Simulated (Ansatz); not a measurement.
`CB([SiH3])BCl`, relaxed with RKS PBE-D4/def2-SVP in the Gaussian-basis code of Ansatz from a rough embedded geometry. The force threshold is 0.03 eV/Å; the program also tests the step.

Charge 0, multiplicity 1.

Start:

```xyz
12

C     0.854    0.451    1.365
B     0.230   -0.083    0.006
Si   -1.591    0.350   -0.420
B     1.081   -0.937   -1.089
Cl    0.461   -1.541   -2.694
H     1.175   -0.514    1.970
H     0.103    0.976    1.973
H     1.707    1.035    1.168
H    -2.409   -0.853   -0.575
H    -1.651    1.181   -1.635
H    -2.200    1.156    0.703
H     2.239   -1.222   -0.773
```

```json
{"step": "1", "energy (eV)": "-22881.6581", "largest force (eV/Å)": "3.422", "largest move (Å)": "0.000"}
{"step": "2", "energy (eV)": "-22882.1709", "largest force (eV/Å)": "1.057", "largest move (Å)": "0.194"}
{"step": "3", "energy (eV)": "-22882.2230", "largest force (eV/Å)": "0.365", "largest move (Å)": "0.121"}
{"step": "4", "energy (eV)": "-22882.2566", "largest force (eV/Å)": "0.361", "largest move (Å)": "0.200"}
{"step": "5", "energy (eV)": "-22882.2914", "largest force (eV/Å)": "0.366", "largest move (Å)": "0.196"}
{"step": "6", "energy (eV)": "-22882.3472", "largest force (eV/Å)": "0.466", "largest move (Å)": "0.196"}
{"step": "7", "energy (eV)": "-22882.4084", "largest force (eV/Å)": "0.542", "largest move (Å)": "0.195"}
{"step": "8", "energy (eV)": "-22882.4764", "largest force (eV/Å)": "0.396", "largest move (Å)": "0.200"}
{"step": "9", "energy (eV)": "-22882.5095", "largest force (eV/Å)": "0.466", "largest move (Å)": "0.195"}
{"step": "10", "energy (eV)": "-22882.5570", "largest force (eV/Å)": "0.221", "largest move (Å)": "0.200"}
{"step": "11", "energy (eV)": "-22882.5812", "largest force (eV/Å)": "0.172", "largest move (Å)": "0.200"}
{"step": "12", "energy (eV)": "-22882.5885", "largest force (eV/Å)": "0.314", "largest move (Å)": "0.200"}
{"step": "13", "energy (eV)": "-22882.5947", "largest force (eV/Å)": "0.094", "largest move (Å)": "0.045"}
{"step": "14 (rejected)", "energy (eV)": "-22882.5938", "largest force (eV/Å)": "0.119", "largest move (Å)": "0.083"}
{"step": "15 (rejected)", "energy (eV)": "-22882.5946", "largest force (eV/Å)": "0.114", "largest move (Å)": "0.035"}
{"step": "16", "energy (eV)": "-22882.5962", "largest force (eV/Å)": "0.033", "largest move (Å)": "0.017"}
{"step": "17", "energy (eV)": "-22882.5968", "largest force (eV/Å)": "0.024", "largest move (Å)": "0.032"}
{"step": "18", "energy (eV)": "-22882.5971", "largest force (eV/Å)": "0.031", "largest move (Å)": "0.033"}
{"step": "19", "energy (eV)": "-22882.5974", "largest force (eV/Å)": "0.024", "largest move (Å)": "0.035"}
{"step": "20", "energy (eV)": "-22882.5976", "largest force (eV/Å)": "0.026", "largest move (Å)": "0.036"}
{"step": "21", "energy (eV)": "-22882.5977", "largest force (eV/Å)": "0.020", "largest move (Å)": "0.036"}
```

End:

```xyz
12

C     0.976    0.725    1.206
B     0.305   -0.101    0.055
Si   -1.697    0.117   -0.283
B     1.012   -1.164   -1.006
Cl    1.473   -0.504   -2.587
H     0.921    0.020    2.075
H     0.437    1.639    1.528
H     2.053    0.943    1.063
H    -2.365   -1.058   -0.950
H    -1.820    1.300   -1.219
H    -2.462    0.448    0.978
H     1.168   -2.365   -0.861
```

Run time 29 s (4 threads of an Arm Neoverse V1 on a shared host); peak host memory 0.16 GiB.
